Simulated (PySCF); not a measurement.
C2H5Be, charge +1. Atoms are numbered in the order given.

```xyz
8

Be    -0.6327     1.6935     0.0000
C      0.4377     0.3834     0.0000
C     -0.2019    -1.0115     0.0000
H      1.0633     0.5596    -0.8838
H      1.0633     0.5596     0.8838
H     -0.8090    -1.1892     0.8857
H     -0.8090    -1.1892    -0.8857
H      0.6074    -1.7465     0.0000
```
Charge +1, spin multiplicity 1.

Coordinates come from a B3LYP-D3(BJ)/def2-TZVP optimisation. The spin state was assumed, not searched. The isomer is the one that the SMILES or the coordinates give; other isomers of the formula were not compared.

The numbers are results of PBE0/def2-TZVPD (PySCF), not measurements.

```json
{
  "total_energy": "-93.51260 hartree",
  "point_group": "Cs",
  "highest_occupied_level": "-13.84 eV",
  "lowest_empty_level": "-9.64 eV",
  "orbital_gap": "4.21 eV",
  "dipole_moment_about_the_centre_of_nuclear_charge": "7.77 D",
  "mean_static_polarisability": "44.7 bohr³ (6.63 Å³)",
  "polarisability_principal_values": "32.5, 35.8, 65.8 bohr³"
}
```
